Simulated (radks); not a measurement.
Results of a calculation; reference values are marked as such.
Species: Fe. Configuration: [Ar] 3d6 4s2. Code: a radial shooting solver on a logarithmic mesh with Libxc functionals. Model: non-relativistic Kohn-Sham, TPSS, spin-polarised, spherical densities, point nucleus; open shells are filled with parallel spins first; meta-GGA in the generalised Kohn-Sham scheme.

Normalised radial functions P(r) = r R(r), r in bohr:

```
   r/bohr * 4s up (the largest magnitude, 0.631, reaches the edge; | marks zero)
 0.006094                             | *
 0.007038                             | *
 0.008128                             | *
 0.009387                             | *
  0.01084                             |  *
  0.01252                             |  *
  0.01446                             |  *
   0.0167                             |  *
  0.01929                             |   *
  0.02227                             |   *
  0.02572                             |   *
  0.02971                             |   *
  0.03431                             |   *
  0.03962                             |   *
  0.04576                             |  *
  0.05285                             |  *
  0.06103                             | *
  0.07048                             |*
   0.0814                             *
  0.09401                           * |
   0.1086                         *   |
   0.1254                        *    |
   0.1448                       *     |
   0.1672                      *      |
   0.1947                      *      |
   0.2248                       *     |
   0.2597                         *   |
   0.2999                           * |
   0.3463                             | *
      0.4                             |    *
   0.4619                             |        *
   0.5335                             |          *
   0.6161                             |           *
   0.7115                             |          *
   0.8217                             |       *
    0.949                             |  *
    1.096                         *   |
    1.266                   *         |
    1.462             *               |
    1.688       *                     |
     1.95    *                        |
    2.252  *                          |
      2.6  *                          |
    3.003    *                        |
    3.468       *                     |
    4.005            *                |
    4.626                *            |
    5.342                    *        |
    6.169                       *     |
    7.125                          *  |
    8.229                           * |
    9.503                            *|
    10.97                             *
    12.67                             *
    14.64                             *
    16.91                             *
```

4s up: eigenvalue -5.546 eV, 3 radial nodes at r = 0.0773, 0.323, 1.01 bohr, <r> = 2.95 bohr, 90 % of the charge inside 4.50 bohr.
